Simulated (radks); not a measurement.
Problem. The mean radii <r> (bohr) of the occupied orbitals of an atom or ion are listed with their occupations. Method: scalar-relativistic Kohn-Sham, SCAN, spin-polarised, spherical densities, finite nucleus; meta-GGA in the generalised Kohn-Sham scheme; Fermi nuclear charge, rms radius of each element as measured or else 0.836 A^(1/3) + 0.57 fm; computed with a radial shooting solver on a logarithmic mesh with Libxc functionals.

| orbital | occ. | <r> |
|---|---|---|
| 1s up | 1 | 0.01579 |
| 1s down | 1 | 0.01579 |
| 2s up | 1 | 0.06645 |
| 2s down | 1 | 0.06645 |
| 2p up | 3 | 0.06054 |
| 2p down | 3 | 0.06054 |
| 3s up | 1 | 0.1714 |
| 3s down | 1 | 0.1714 |
| 3p up | 3 | 0.1736 |
| 3p down | 3 | 0.1736 |
| 3d up | 5 | 0.1576 |
| 3d down | 5 | 0.1576 |
| 4s up | 1 | 0.3767 |
| 4s down | 1 | 0.3767 |
| 4p up | 3 | 0.4019 |
| 4p down | 3 | 0.4018 |
| 4d up | 5 | 0.4218 |
| 4d down | 5 | 0.4216 |
| 5s up | 1 | 0.8214 |
| 4f up | 7 | 0.4392 |
| 5s down | 1 | 0.8166 |
| 4f down | 7 | 0.4378 |
| 5p up | 3 | 0.9178 |
| 5p down | 3 | 0.9137 |
| 5d up | 5 | 1.086 |
| 5d down | 1 | 1.088 |

Name the element and its charge. Open shells, if any, are filled with parallel spins first.

Solution. Z = 83, bismuth, charge +9: Bi9+ in [Xe] 4f14 5d6. The 1s radius gives Z: for a bare nucleus <r> = (2 gamma + 1)/(2Z) with gamma = sqrt(1 - (Z/c)^2), 0.01561 bohr for Z = 83, and screening makes it slightly larger (0.01579 here). The occupations add up to 74, and the charge is Z minus that.
